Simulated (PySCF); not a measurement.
AlFH4N2, SMILES [F][Al]([NH2])[NH2]. Geometry: PBE0-D3(BJ)/def2-SVP. Other conformers were not sampled.

Method: PBE0-D3(BJ)/def2-SVP (PySCF).

Harmonic wavenumbers (cm⁻¹): 192, 216, 223, 278, 343, 355, 374, 608, 684, 685, 921, 932, 1522, 1531, 3632, 3633, 3724, 3724. Rotational constants (GHz): 6.413, 5.892, 3.071; symmetry number 2.

Q: Work out the zero-point energy and the ideal-gas rigid-rotor harmonic-oscillator thermochemistry at 298.15 K and 1 atm.

A: ZPE = ½ Σ hcν = ½ × 23578 cm⁻¹ = 141.03 kJ/mol. H − E(el) = 160.51 kJ/mol. Entropy in J/(mol K): translation 163.09, rotation 100.64, vibration 52.08, total 315.80. G − E(el) = 66.36 kJ/mol. Cp = 98.80 J/(mol K).
